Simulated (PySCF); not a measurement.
## Excitation energy of Os²⁺ by level of theory

Os²⁺ [Xe] 4f14 5d6 (5D) → Os²⁺ [Xe] 4f14 5d5 6s1 (7S), as a difference of total energies. All numbers are calculated (PySCF 2.14, scalar relativity by spin-free X2C-1e, in ANO-RCC-VTZP (8s7p5d3f2g1h, 104 functions)). The calculations carry no spin-orbit coupling.

```csv
method,excitation energy (eV)
UHF,-0.567
B97-3,0.517
revPBE,-0.052
M06-L,0.352
```

The basis was made for the ground configuration and has no added diffuse functions, so the excitation energy can come out too high.
